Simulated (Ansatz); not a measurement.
VH4, relaxed as a doublet with UKS PBE0-D4/def2-TZVP in Ansatz, starting from the GFN2-xTB geometry. Force threshold 0.02 eV/Å.

Start:

| atom | x (Å) | y (Å) | z (Å) |
| --- | --- | --- | --- |
| V1 | 0.000 | 0.000 | 0.000 |
| H2 | -0.452 | -0.258 | -1.440 |
| H3 | -0.341 | -1.215 | 0.868 |
| H4 | -0.720 | 1.236 | 0.547 |
| H5 | 1.513 | 0.237 | 0.026 |

(1) Estimate the energy that the relaxation releases and the steps that it takes.

(2) Does the start keep its bonding and symmetry?

(3) Predict the relaxed structure.

Results:

(1) 7.2 kcal/mol, in 4 steps; 6.5 s on 4 threads of Arm Neoverse V2 on a shared host. No frequencies were taken in this run, so the end may be a saddle point.

(2) By distances, no bond broke or formed. The bond that changes most is V1–H5, from 1.53 to 1.63 Å (atoms count from 1). Point group Td at the start, D2d at the end, both within 0.05 Å.

(3) 
```tsv
atom	x (Å)	y (Å)	z (Å)
V1	0.000	0.000	0.000
H2	-0.515	-0.365	-1.507
H3	-0.403	-1.340	0.844
H4	-0.678	1.361	0.597
H5	1.596	0.344	0.066
```
Bond lengths: 4 × H–V 1.63 Å.
